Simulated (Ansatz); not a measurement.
[Nd(NH3)6]3+ (NdN6H18³⁺), relaxed as a quartet with UKS r2SCAN-D4/def2-SVP in Ansatz, starting from the GFN2-xTB geometry. Force threshold 0.03 eV/Å.

In the def2 sets Nd takes a core potential; there is no spin–orbit coupling. With an open 4f shell the SCF may have ended on a state above the lowest.

Start:

Cartesian coordinates in Å:
```
Nd -0.0010 0.0008 0.0049
N -2.2554 0.9098 0.9745
H -2.3260 1.9354 1.0142
H -2.4653 0.6140 1.9374
H -3.0921 0.6279 0.4456
N 2.2463 -0.9266 -0.9805
H 2.3283 -1.9522 -0.9700
H 3.0940 -0.6094 -0.4913
H 2.4271 -0.6791 -1.9628
N 1.1907 2.2144 0.7447
H 1.2178 2.9501 0.0256
H 2.1777 2.1003 1.0130
H 0.7705 2.6845 1.5580
N -1.1777 -2.2124 -0.7542
H -0.8428 -2.5952 -1.6487
H -2.1959 -2.1414 -0.8858
H -1.0721 -2.9981 -0.0982
N -0.5799 1.0936 -2.3037
H -1.3161 1.8115 -2.2588
H -0.9225 0.4376 -3.0191
H 0.2009 1.5745 -2.7705
N 0.5741 -1.0766 2.3214
H 1.3488 -1.7533 2.2912
H -0.1918 -1.6021 2.7643
H 0.8622 -0.4079 3.0488
```

Task: Estimate the energy that the relaxation releases and the steps that it takes.

Result: 0.02 eV, in 5 steps; 1.8 min on 4 threads of Arm Neoverse V2 on a shared host. No frequencies were taken in this run, so the end may be a saddle point.

Task: Does the start keep its bonding?

Result: By distances, no bond broke or formed. The bond that changes most is Nd1–N6, from 2.62 to 2.60 Å (atoms count from 1).

Task: Predict the relaxed structure.

Result: 
```xyz
25

Nd    0.0003    0.0008    0.0014
N    -2.2382    0.8991    0.9621
H    -2.3197    1.9254    1.0088
H    -2.4543    0.6080    1.9268
H    -3.0867    0.6256    0.4452
N     2.2276   -0.9139   -0.9689
H     2.3237   -1.9400   -0.9634
H     3.0851   -0.6007   -0.4907
H     2.4136   -0.6718   -1.9532
N     1.1872    2.1890    0.7384
H     1.2156    2.9362    0.0292
H     2.1774    2.0908    1.0066
H     0.7749    2.6636    1.5550
N    -1.1685   -2.1940   -0.7443
H    -0.8429   -2.5869   -1.6397
H    -2.1885   -2.1334   -0.8779
H    -1.0701   -2.9891   -0.0960
N    -0.5770    1.0859   -2.2847
H    -1.3100    1.8098   -2.2555
H    -0.9245    0.4376   -3.0066
H     0.2001    1.5656   -2.7623
N     0.5692   -1.0658    2.2983
H     1.3465   -1.7425    2.2898
H    -0.1920   -1.5966    2.7464
H     0.8512   -0.4028    3.0352
```
Bond lengths: 6 × N–Nd 2.60 Å; 18 × H–N 1.03 Å.
